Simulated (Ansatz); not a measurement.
Mulliken charges of `Cl[SiH][SeH]` radical from ωB97M-V/def2-TZVPP in Ansatz (PBE0-D4/def2-TZVP geometry).

```csv
atom,x (Å),y (Å),z (Å),charge (e)
Cl1,-2.099,-0.286,0.144,-0.192
Si2,-0.122,-0.761,-0.194,0.251
Se3,1.301,0.973,0.128,-0.142
H4,0.284,-1.778,0.816,-0.001
H5,0.686,1.779,-0.935,0.084
```

Problem. By hand: the dipole of these point charges (1 e Å = 4.8032 D).

Solution. Σ q r = (0.245, -0.123, -0.174) e Å, of length 0.325 e Å = 1.56 D.

Problem. How does the dipole of the full density compare? (An estimate is asked.)

Solution. Ansatz gave: (0.123, -0.014, -0.126) e Å, 0.85 D; the point charges give 1.84 times that, at 20° from its direction.

Point charges leave out the atoms' own dipoles, such as those of lone pairs, and Mulliken's split depends on the basis, so the two needn't agree.
